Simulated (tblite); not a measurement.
Compound: C6H7P.
Numbering: `[CH:1]#[C:2][CH2:3]/[P:4]=[CH:5]/[CH:6]=[CH2:7]` (hydrogens: H8 on C1; H9, H10 on C3; H11 on C5; H12 on C6; H13, H14 on C7)

Geometry (GFN2-xTB, Å), atoms numbered from 1 in this order:
```xyz
14
C6H7P angstrom
C      2.6820    0.9705   -0.1911
C      2.2634   -0.1515   -0.1764
C      1.7076   -1.4796   -0.1699
P     -0.1131   -1.5066   -0.6689
C     -0.7023   -0.2310    0.2636
C     -2.0764    0.1628    0.2309
C     -2.5687    1.1771    0.9453
H      3.0779    1.9416   -0.2000
H      2.2552   -2.1168   -0.8712
H      1.7901   -1.9198    0.8294
H     -0.0407    0.3451    0.9009
H     -2.7290   -0.4080   -0.4182
H     -1.9396    1.7594    1.5989
H     -3.6070    1.4562    0.9007
```

Computed values, GFN2-xTB/tblite, gas phase, harmonic and unscaled. Errors from tens to a few hundred cm⁻¹ against measured bands are possible. One conformer, not necessarily the lowest.

Harmonic wavenumbers (cm⁻¹): 35.5, 93.3, 139.7, 161.8, 194.8, 282.4, 300.9, 414.2, 427.8, 623.8, 626.2, 637.0, 701.9, 768.5, 802.4, 868.0, 917.5, 1002.4, 1009.9, 1053.2, 1095.8, 1186.5, 1200.4, 1232.9, 1321.8, 1406.7, 1413.1, 1628.4, 2282.4, 2919.7, 2944.2, 3016.3, 3047.8, 3098.3, 3132.2, 3398.3.

A = 3546, B = 1297, C = 985.2 MHz; mass 110.029 u (most abundant isotopes); point group C1, symmetry number 1.

Task: What is the zero-point energy?

Result: ½Σν̃ = 22693 cm⁻¹ = 271.47 kJ/mol.

Task: Give the ideal-gas entropy at 500 K and 1 bar in the rigid-rotor, harmonic-oscillator model (classical rotation).

Result: Translation 178.23, rotation 126.33, vibration 166.63: S = 471.2 J/(mol K).

Task: And Cp and H(500 K) − H(0)?

Result: Cp = 187.85 J/(mol K), of which vibrations give 154.59 (their classical limit is 36 R = 299.3); H(500 K) − H(0) = 58.42 kJ/mol without the zero-point energy, 41.80 from vibrations.

Task: Which modes carry the vibrational entropy at 500 K?

Result: 35.5 cm⁻¹: 27.29; 93.3 cm⁻¹: 19.27; 139.7 cm⁻¹: 15.95; 161.8 cm⁻¹: 14.75; 194.8 cm⁻¹: 13.24; 282.4 cm⁻¹: 10.26 J/(mol K); the other 30 give 65.88 together.

Task: What must be added to the electronic energy to get the Gibbs energy at 500 K and 1 bar?

Result: ZPE + [H(500 K) − H(0)] − T·S = 271.47 + 58.42 − 235.59 = 94.30 kJ/mol.

Hindered rotation and anharmonicity are outside this model. Other conformers, if any are populated, would add a mixing term that is left out. The structure is chiral; the term R ln 2 for an equal mix with its mirror image is left out.
